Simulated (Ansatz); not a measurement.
Species: C4H3FO, SMILES `Fc1ccoc1` (charge 0, multiplicity 1).

**Question.** Give a relaxed geometry from PBE0-D3(BJ)/def2-TZVP (Ansatz, a quantum-chemistry and plane-wave program).

**Answer.** the end point of this relaxation (outside a Z-matrix the atoms follow the SMILES, hydrogens last).
Z-matrix (Å, degrees):
```
C
F 1 1.3260
C 1 1.3531 2 126.39
O 3 1.3554 1 108.50 2 -180.00
C 4 1.3478 3 107.70 1 0.00
C 5 1.3546 4 111.05 3 0.00
H 3 1.0755 1 133.82 2 0.00
H 5 1.0771 4 116.11 3 -180.00
H 6 1.0773 5 127.80 8 0.00
```
